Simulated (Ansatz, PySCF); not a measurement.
Potential energy curve for BeH (cation, charge +1), singlet.

UKS-BLYP = Ansatz (a program for electronic structure) with unrestricted BLYP/aug-cc-pVTZ; RCCSD(T) = CCSD(T) on RHF/aug-cc-pVTZ, frozen core run with Ansatz; UHF/3-21G = unrestricted Hartree-Fock/3-21G (PySCF); RCCSD = Ansatz with CCSD on RHF/aug-cc-pVTZ, frozen core; UKS-B3LYP/6-31G* = unrestricted B3LYP/6-31G*, spherical d run with PySCF 2.14.0.

Energies are in eV, each relative to the lowest point of its own curve near equilibrium.

```tsv
R / Å	UKS-BLYP	RCCSD(T)	UHF/3-21G	RCCSD	UKS-B3LYP/6-31G*
1.07	0.734	0.723	0.803	0.723	0.794
1.13	0.386	0.374	0.422	0.374	0.421
1.21	0.116	0.106	0.124	0.106	0.129
1.24	0.059	0.051	0.062	0.051	0.067
1.29	0.008	0.004	0.007	0.004	0.010
1.33	0.000	0.000	0.000	0.000	0.000
1.37	0.016	0.020	0.021	0.020	0.016
1.42	0.062	0.072	0.079	0.072	0.065
1.44	0.088	0.101	0.111	0.101	0.093
1.55	0.286	0.311	0.352	0.311	0.306
1.62	0.446	0.477	0.547	0.477	0.480
1.78	0.860	0.899	0.992	0.899	0.934
1.99	1.424	1.448	1.353	1.448	1.551
2.20	1.900	1.922	1.568	1.922	2.037
2.38	2.199	2.248	1.690	2.248	2.327
2.70	2.535	2.654	1.829	2.654	2.643
2.89	2.655	2.808	1.882	2.808	2.759
3.22	2.787	2.969	1.941	2.969	2.894
3.64	2.873	3.060	1.981	3.060	2.992
4.00	2.904	3.092	1.999	3.092	3.038
4.66	2.906	3.113	2.013	3.113	3.068
5.23	2.883	3.119	2.016	3.119	3.066
```

The unrestricted determinant behind UKS-BLYP is spin-contaminated at 2.20 to 5.23 Å (<S²> up to 0.8, against 0.00 for a pure singlet). With two correlated electrons CCSD is exact in the basis where it finds the lowest root (RCCSD(T), RCCSD). The unrestricted determinant behind UHF/3-21G is spin-contaminated at 1.78 to 5.23 Å (<S²> up to 1.0, against 0.00 for a pure singlet). The unrestricted determinant behind UKS-B3LYP/6-31G* is spin-contaminated at 1.99 to 5.23 Å (<S²> up to 0.9, against 0.00 for a pure singlet).
